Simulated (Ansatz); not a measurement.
Stepwise reaction of `[SiH3][Ge]([SiH3])([Cl])[Cl]` with hydrogen chloride, as a gas-phase model of exchange steps in deposition or etching. ΔE in kJ/mol; ΔG adds harmonic PBE0-D4 terms to CCSD(T)/CBS, at 1 bar.

Calculated with Ansatz (gas phase, PBE0-D4/def2-TZVP geometries, no zero-point term in ΔE). CCSD(T)/CBS adds triple-zeta CCSD(T) − MP2 to the extrapolated MP2 energy (def2 sets, frozen cores). This one scheme is used for every species. DFT in def2-TZVPP. B3LYP here is the variant with VWN-RPA as its local correlation; programs differ in this. For Ge outer-core shells are correlated without core-valence functions, which leaves a few kJ/mol of doubt a bond. Scalar relativity is left out up to krypton.

| step | reaction | PBE-D4 | B3LYP-D4 | ωB97M-V | CCSD(T)/CBS | ΔG(600 K) |
| --- | --- | --- | --- | --- | --- | --- |
| 1 | `[SiH3][Ge]([SiH3])([Cl])[Cl]` + HCl → `[SiH3][Ge]([Cl])([Cl])[Cl]` + SiH₄ | -44.7 | -54.0 | -56.9 | -50.1 | -38.8 |

Task: Give the row of step 2, `[SiH3][Ge]([Cl])([Cl])[Cl]` + HCl → `[Cl][Ge]([Cl])([Cl])[Cl]` + SiH₄. (Best estimate.)

Result: Ansatz gave: 
| step | reaction | PBE-D4 | B3LYP-D4 | ωB97M-V | CCSD(T)/CBS | ΔG(600 K) |
| --- | --- | --- | --- | --- | --- | --- |
| 2 | `[SiH3][Ge]([Cl])([Cl])[Cl]` + HCl → `[Cl][Ge]([Cl])([Cl])[Cl]` + SiH₄ | -24.3 | -32.1 | -37.8 | -31.5 | -14.5 |

Task: By hand: ΔE of the 2 steps together at CCSD(T)/CBS.

Result: (-50.1) + (-31.5) = -81.6 kJ/mol, or -40.8 kJ/mol a step.

In ΔE each step is higher than the one before. All are downhill at CCSD(T)/CBS. ΔG lies between -38.8 and -14.5 kJ/mol a step. PBE-D4 differs from CCSD(T)/CBS by 5.4 to 7.2 kJ/mol a step. Only this route is followed, and other bonds may react first. Isolated molecules leave out the surface, adducts and barriers. Largest T1 diagnostic: 0.011.
